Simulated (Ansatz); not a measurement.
CH8Si2Te can be A, `[SiH3]C[SiH2][TeH]`, or B, `[SiH3]C([SiH3])[TeH]`.

Isolated molecules relaxed with PBE0-D4/def2-TZVP in Ansatz; ΔE leaves out vibrations. CCSD(T)/CBS adds triple-zeta CCSD(T) − MP2 to the extrapolated MP2 energy (def2 sets, frozen cores). Functionals use def2-TZVPP. B3LYP here is the variant with VWN-RPA as its local correlation; programs differ in this. Elements past krypton have def2 core potentials. For Te outer-core shells are correlated without core-valence functions, which leaves a few kJ/mol of doubt a bond. Each species was taken in one conformer, which may not be the lowest.

A:

```xyz
12

Si   -0.651    1.037    1.221
C     0.443    0.813   -0.289
Si    0.068   -0.713   -1.298
Te   -0.100   -2.780    0.096
H    -0.169    0.200    2.347
H    -0.637    2.463    1.648
H    -2.054    0.658    0.902
H     0.328    1.681   -0.949
H     1.489    0.789    0.030
H    -1.278   -0.604   -1.918
H     1.082   -0.904   -2.368
H     1.481   -2.639    0.578
```

B:

```xyz
12

Si    0.1653   -1.3092   -1.1709
C    -0.5869   -0.1996    0.1402
Si    0.2028    1.4969    0.1720
Te   -0.3259   -1.1735    2.0431
H    -0.2656   -2.7197   -0.9697
H    -0.2792   -0.8641   -2.5194
H     1.6464   -1.2405   -1.0883
H    -1.6615   -0.0989   -0.0322
H     1.6510    1.3651    0.4711
H     0.0332    2.1566   -1.1530
H    -0.4374    2.3447    1.2126
H    -0.1422    0.2421    2.8944
```

(1) Which isomer does CCSD(T)/CBS put lower? Give the gap. (Estimate.)

(2) Give E(B) − E(A) in kcal/mol with PBE0-D4, CCSD/def2-TZVPP, HF/def2-TZVPP, B3LYP, PBE-D4, ωB97M-V, B3LYP-D4. (An estimate is asked.)

Largest T1 diagnostic: 0.011.

## Answers

(1) Computed: A, by 21.2 kcal/mol.

(2) Ansatz gave: PBE0-D4 23.8, CCSD/def2-TZVPP 21.5, HF/def2-TZVPP 24.2, B3LYP 23.3, PBE-D4 23.0, ωB97M-V 22.5, B3LYP-D4 22.3. None reverses the order clearly.

The D4 term adds −1.0 kcal/mol with B3LYP and −0.4 kcal/mol with PBE0; it sums over pairs of atoms, weighted by their polarisabilities, and B3LYP, whose exchange is more repulsive, gets the larger term. In def2-TZVPP, CCSD(T) changes the Hartree–Fock value by −3.3 kcal/mol (the triples alone add −0.6 kcal/mol) and MP2 by −3.2 kcal/mol.
